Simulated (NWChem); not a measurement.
System: CCuIO; SMILES [O+]#[C-]->[Cu][I]

Input file for NWChem:

```
start job
memory heap 200 mb stack 900 mb global 1100 mb
geometry units angstroms
  Cu     0.128441    -0.837252     0.685924
  I     -0.139501     1.017363    -0.836503
  O      0.375814    -3.082002     2.546588
  C      0.293788    -2.214168     1.817077
end
basis spherical
  * library def2-svp
end
ecp
  I library def2-ecp
end
dft
  xc pbe0
  iterations 150
end
driver
  maxiter 120
end
task dft optimize
dft
  grid fine
  convergence energy 1d-8 density 1d-7
end
task dft freq numerical
```

def2 effective core potentials on I; no spin-orbit coupling.

The level has its own optimisation; frequencies are unscaled.

**Question.** Give the results of this calculation. (PBE0/def2-SVP with def2 effective core potentials on I.) Quantities: r Cu–I (Å); r C–Cu (Å); r C–O (Å); highest harmonic frequency (cm⁻¹); lowest (cm⁻¹); zero-point energy (kcal/mol).

**Answer.** 
```json
{
  "r Cu–I (Å)": "2.392",
  "r C–Cu (Å)": "1.830",
  "r C–O (Å)": "1.129",
  "highest harmonic frequency (cm⁻¹)": "2273",
  "lowest (cm⁻¹)": "57",
  "zero-point energy (kcal/mol)": "5.2"
}
```
